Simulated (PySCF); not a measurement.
# Bond length, frequency and bond energy of MgBe by level of theory

State: ¹Σ⁺ (singlet), closed shell. Set-up: PySCF, no relativity, basis sets Mg def2-SVPD, Be def2-SVPD. De refers to Mg + Be in their ground configurations, without counterpoise correction. A positive dipole means Mg(−)Be(+). Levels whose curve was spin-contaminated or gave no clean fit are not listed.

```csv
Level,Re (Å),ωe (cm⁻¹),De (eV),μ (D)
PBE,2.962,200,0.269,-0.79
revPBE,3.001,190,0.208,-0.77
BP86,2.991,187,0.203,-0.74
r²SCAN,2.994,196,0.237,-0.69
PBE0,3.056,171,0.188,-0.62
B97-3,3.102,156,0.130,-0.63
```

The bond length runs from 2.962 Å (PBE) to 3.102 Å (B97-3). De spans 0.13 eV (B97-3, global hybrid GGA) to 0.27 eV (PBE, GGA).

Closed-shell solutions of metal pairs were not tested for spin polarisation, which can lower them a little. The bond is weak. Basis-set superposition, not corrected here, can be much of De in a small basis, most of all at correlated wavefunction levels. Functionals without a dispersion term scatter widely for such bonds, and LDA overbinds them.
